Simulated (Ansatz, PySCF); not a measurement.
Reaction (SMILES): [BH3-]C#[O+] + 3 [H][H] (H2) → B (BH3) + C (CH4) + O (H2O)
Each molecule is optimised on its own at B3LYP-D3(BJ)/def2-TZVP (Ansatz, a first-principles code).

Property: energy of full hydrogenation (enthalpy at 298 K, with B3LYP-D3(BJ) rigid-rotor harmonic-oscillator terms from PySCF), in kcal/mol. Cores are frozen in the correlated levels unless marked. No spin-orbit coupling. No relativistic terms. CBS marks a two-point X^-3 extrapolation of the correlation energy; Hartree-Fock from the larger set.

Level to compare with: CCSD(T)/CBS(cc-pVTZ,cc-pVQZ) (Ansatz), -26.0 kcal/mol. It is a level with limits of its own, and the differences hold the functionals' basis error too.

Task: Rank these functionals by how close they come to CCSD(T)/CBS(cc-pVTZ,cc-pVQZ), closest first: PW6B95/def2-TZVPD (PySCF); M06-2X/def2-TZVPD (PySCF); MN15/def2-TZVPD (PySCF).

Result: M06-2X/def2-TZVPD (hybrid meta-GGA, -22.8 kcal/mol, difference 3.2), PW6B95/def2-TZVPD (hybrid meta-GGA, -19.8 kcal/mol, difference 6.2), MN15/def2-TZVPD (hybrid meta-NGA, -18.1 kcal/mol, difference 7.9)
